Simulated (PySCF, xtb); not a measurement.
C₆H₅F, SMILES C#CC(=C)/C=C\F. The values are those of a single conformer.

Harmonic wavenumbers (cm⁻¹) from GFN2-xTB (xtb 6.7.1) at its own minimum, in rising order: 53, 129, 205, 219, 333, 347, 467, 565, 649, 651, 712, 737, 800, 803, 874, 881, 947, 1036, 1217, 1276, 1331, 1398, 1625, 1684, 2260, 3068, 3088, 3110, 3144, 3398.

### Question
What does PBE-D3(BJ)/def2-SVP in PySCF give at its own minimum? (The exact figures need the calculation; the answer reports its results.)

### Answer
69, 135, 213, 248, 346, 387, 527, 634, 646, 657, 687, 740, 784, 793, 864, 899, 932, 1055, 1244, 1278, 1351, 1391, 1584, 1684, 2154, 3090, 3110, 3130, 3201, 3409. Paired by order, the mean absolute difference is 23 cm⁻¹ and the zero-point energies are 52.9 and 53.2 kcal/mol.
